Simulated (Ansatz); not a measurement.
Geometry optimisation, RKS B3LYP/def2-SVP in Ansatz.

Input:

```yaml
crystal:
  periodic: [false, false, false]
  atoms:
    - { symbol: Hf, position_ang: [0.0, 0.0, 0.0] }
    - { symbol: Cl, position_ang: [0.0, 0.0, 2.87] }
    - { symbol: F, position_ang: [1.8671, 0.0, -0.6593] }
    - { symbol: F, position_ang: [-0.9326, 1.6157, -0.6593] }
    - { symbol: Cl, position_ang: [-1.1869, -2.0563, -0.8392] }
    - { symbol: S, position_ang: [1.0605, -2.488, 0.8987] }
    - { symbol: H, position_ang: [0.1806, -3.5219, 0.5568] }
    - { symbol: H, position_ang: [0.6263, -1.4693, 2.2626] }
basis:
  gaussian: { orbitals: def2-SVP }
hamiltonian:
  xc: b3lyp
relax:
  f_tol: 0.15
  max_steps: 25
  restrain:
    - { distance: [0, 5], at: 3.75, k: 30.0 }
    - { distance: [7, 1], at: 2.57, k: 30.0 }
    - { distance: [0, 1], at: 2.52, k: 30.0 }
    - { distance: [7, 5], at: 1.4, k: 30.0 }
output:
  orbitals: {}
```

Launched with:

```bash
$ ansatz run input.yaml --threads 4 --pin off --max-ram 5120MiB --backend cpu --events-out ev --progress --plain --runs-dir out
```

**Question.** Where does it end, and by what steps?

**Answer.** The forces met the threshold. The restraints hold the end off the free minimum; the threshold counts their pulls, which the force column leaves out. Restrained pairs: Hf1–S6 (2.85 → 3.74 Å), Cl2–H8 (1.71 → 2.58 Å), Hf1–Cl2 (2.87 → 2.48 Å), S6–H8 (1.76 → 1.38 Å). After 9 steps the energy has fallen by 2.850 eV (the restraints' own energy left out); H8 moved furthest, 0.79 Å.

| step | energy less start (eV) | largest force component (eV/Å) | accepted |
| --- | --- | --- | --- |
| 0 | 0.0000 | 2.399 | yes |
| 1 | -0.4212 | 4.119 | yes |
| 2 | -1.0193 | 5.069 | yes |
| 3 | -1.9214 | 3.860 | yes |
| 4 | -2.6292 | 1.655 | yes |
| 5 | -2.7577 | 1.296 | yes |
| 6 | -2.8330 | 1.311 | yes |
| 7 | -2.8440 | 1.253 | yes |
| 8 | -2.8456 | 1.256 | yes |
| 9 | -2.8503 | 1.246 | yes |

```xyz
8
Properties=species:S:1:pos:R:3
Hf -0.111 0.158 -0.092
Cl -0.217 0.122 2.386
F 1.639 0.264 -0.824
F -0.884 1.818 -0.580
Cl -1.455 -1.455 -1.161
S 1.458 -2.936 1.309
H 0.339 -3.668 1.069
H 0.847 -2.223 2.323
```

The run took 51 s on 4 threads of Arm Neoverse N1, with other jobs on the host, peak memory 0.34 GiB.
